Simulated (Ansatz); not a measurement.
Mulliken charges of H$_{6}$OSSi$_{2}$, SMILES `O[SiH2]S[SiH3]` from B3LYP/def2-TZVPP in Ansatz (PBE0-D4/def2-TZVP geometry).

| atom | x (Å) | y (Å) | z (Å) | charge (e) |
| --- | --- | --- | --- | --- |
| O1 | -0.788 | 1.827 | -1.310 | -0.376 |
| Si2 | 0.445 | 0.756 | -1.170 | 0.517 |
| S3 | -0.219 | -1.256 | -0.892 | -0.321 |
| Si4 | -0.107 | -1.273 | 1.241 | 0.302 |
| H5 | -1.453 | 1.842 | -0.620 | 0.186 |
| H6 | 1.322 | 1.091 | -0.015 | -0.084 |
| H7 | 1.177 | 0.826 | -2.450 | -0.064 |
| H8 | -0.776 | -0.071 | 1.809 | -0.066 |
| H9 | 1.299 | -1.301 | 1.714 | -0.047 |
| H10 | -0.818 | -2.492 | 1.695 | -0.047 |

Problem. By hand: the dipole of these point charges (1 e Å = 4.8032 D).

Solution. Σ q r = (0.136, 0.104, 0.312) e Å, of length 0.356 e Å = 1.71 D.

Problem. How does the dipole of the full density compare? (Estimate.)

Solution. The calculation gave: (-0.057, 0.059, 0.319) e Å, 1.58 D; the point charges give 1.08 times that, at 33° from its direction.

Point charges leave out the atoms' own dipoles, such as those of lone pairs, and Mulliken's split depends on the basis, so the two needn't agree.

B3LYP here is the variant with VWN-RPA as its local correlation; programs differ in this.
